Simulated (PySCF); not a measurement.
BaF2, SMILES [F][Ba][F].

The structure is a stationary point at B3LYP-D3(BJ)/def2-TZVP. The isomer is the one that the SMILES or the coordinates give; other isomers of the formula were not compared. The def2 effective core potentials stand for the cores of Ba; spin–orbit coupling is left out.

The numbers are results of TDDFT-B3LYP/def2-TZVPD (PySCF 2.14.0), not measurements.

Vertical excitations. The molecule is in vacuum. State labels are in the subgroup C2v.

Computed lowest excited states:
| state | symmetry | energy (eV) | λ (nm) | f | main pairs |
|---|---|---|---|---|---|
| S1 | B2 | 5.40 | 230 | 0.001 | HOMO→LUMO 99 % |
| S2 | A1 | 5.73 | 217 | 0.001 | HOMO−1→LUMO 99 % |
| S3 | B1 | 5.88 | 211 | 0.009 | HOMO−2→LUMO 99 % |
| S4 | A2 | 6.08 | 204 | 0.000 | HOMO−3→LUMO 99 % |
| S5 | B2 | 6.11 | 203 | 0.018 | HOMO−4→LUMO 98 % |
| S6 | A1 | 6.28 | 197 | 0.007 | HOMO−5→LUMO 98 % |
| S7 | A2 | 6.60 | 188 | 0.000 | HOMO→LUMO+1 96 % |
| S8 | B2 | 6.62 | 187 | 0.001 | HOMO→LUMO+2 97 % |
| S9 | B1 | 6.94 | 179 | 0.000 | HOMO−1→LUMO+1 95 % |
| S10 | A1 | 6.98 | 178 | 0.008 | HOMO−1→LUMO+2 91 % |
| T1 | B2 | 5.37 | 231 | 0 | HOMO→LUMO 99 % |
| T2 | A1 | 5.71 | 217 | 0 | HOMO−1→LUMO 99 % |
| T3 | B1 | 5.85 | 212 | 0 | HOMO−2→LUMO 98 % |
| T4 | A2 | 6.05 | 205 | 0 | HOMO−3→LUMO 98 % |
Triplets are in the Tamm–Dancoff approximation, which puts them higher than full response would, so one can lie above its singlet here.
